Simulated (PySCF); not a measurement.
First SCF of a structure search on quartet RuF3, at a hand-made trigonal planar geometry. PySCF input:

```python
from pyscf import gto, scf, dft
mol = gto.M(atom='''
Ru     0.000000     0.000000     0.000000
F      1.890000     0.000000     0.000000
F     -0.945000     1.636800     0.000000
F     -0.945000    -1.636800     0.000000''',
    basis={'Ru': 'x2c-TZVPall', 'F': 'x2c-TZVPall'},
    nucmod='G',
    charge=0, spin=3)
mf = dft.UKS(mol, xc='PBE0')
mf.grids.atom_grid = (50, 194)
aux = {'Ru': 'AutoAux', 'F': 'AutoAux'}  # AutoAux: made from the orbital basis by basis_set_exchange (get_aux=1)
mf = mf.density_fit(auxbasis=aux).sfx2c1e()
mf.conv_tol = 1e-08
mf.diis_space = 10
mf.max_cycle = 60
mf.init_guess = 'minao'
mf.verbose = 4
mf.kernel()
```

Excerpt of the output (cycles alone):

```
init E= -4829.21178835578
cycle= 1 E= -4825.79852324129  delta_E= 3.41  |g|= 2.77  |ddm|= 2.99
cycle= 2 E= -4805.28028786472  delta_E= 20.5  |g|= 8.84  |ddm|= 8.43
cycle= 3 E= -4823.52890209568  delta_E= -18.2  |g|= 4.18  |ddm|= 6.41
cycle= 4 E= -4826.79285603569  delta_E= -3.26  |g|= 2.83  |ddm|= 1.47
cycle= 5 E= -4827.86413272417  delta_E= -1.07  |g|= 2.28  |ddm|= 1.31
cycle= 6 E= -4829.66192261165  delta_E= -1.8  |g|= 0.382  |ddm|= 0.924
cycle= 7 E= -4829.68125062583  delta_E= -0.0193  |g|= 0.341  |ddm|= 0.35
cycle= 8 E= -4829.71487967965  delta_E= -0.0336  |g|= 0.0235  |ddm|= 0.144
cycle= 9 E= -4829.71562640776  delta_E= -0.000747  |g|= 0.0224  |ddm|= 0.0426
cycle= 10 E= -4829.71578425272  delta_E= -0.000158  |g|= 0.0165  |ddm|= 0.0138
cycle= 11 E= -4829.71587652662  delta_E= -9.23e-05  |g|= 0.00972  |ddm|= 0.00981
cycle= 12 E= -4829.7159295476  delta_E= -5.3e-05  |g|= 0.00237  |ddm|= 0.00995
cycle= 13 E= -4829.71593472726  delta_E= -5.18e-06  |g|= 0.000894  |ddm|= 0.0033
cycle= 14 E= -4829.71593670826  delta_E= -1.98e-06  |g|= 0.000536  |ddm|= 0.0022
cycle= 15 E= -4829.71593939248  delta_E= -2.68e-06  |g|= 0.00043  |ddm|= 0.00374
cycle= 16 E= -4829.71594123512  delta_E= -1.84e-06  |g|= 0.000343  |ddm|= 0.00301
cycle= 17 E= -4829.71594531855  delta_E= -4.08e-06  |g|= 0.000246  |ddm|= 0.00926
cycle= 18 E= -4829.71594702723  delta_E= -1.71e-06  |g|= 8.62e-05  |ddm|= 0.00891
cycle= 19 E= -4829.71594710809  delta_E= -8.09e-08  |g|= 1.71e-05  |ddm|= 0.00213
cycle= 20 E= -4829.71594710909  delta_E= -9.94e-10  |g|= 8.42e-06  |ddm|= 0.000166
Extra cycle  E= -4829.71594710908  delta_E= 1.27e-11  |g|= 1.63e-05  |ddm|= 1.56e-05
converged SCF energy = -4829.71594710908  <S^2> = 3.7684815  2S+1 = 4.0092301
```

No lower solution of this spin was found from smeared starts or by a stability analysis within the unrestricted form.

With open d or f shells other occupations or spin states may lie lower.

The search for the lowest solution, 3 starts and the stability check together, took 56 s on 8 threads of a shared Arm Neoverse N1 host, with 156 basis functions. Launch command: `OMP_NUM_THREADS=8 python axn.py task.json out`.
